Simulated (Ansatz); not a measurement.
Q: Name a neutral molecule of Ge, I, S, Si and H with LUMO energy (ωB97M-V/def2-TZVPP) between 0.35 and 0.65 eV and LUMO energy (PBE/def2-TZVPP) between -2.45 and -2.15 eV (Ansatz, PBE0-D4/def2-TZVP geometry).

A: `S[SiH2][GeH2][I]` (0.37 eV, -2.21 eV). Other molecules can fit too; these were computed, each in one conformer that needn't be the lowest.
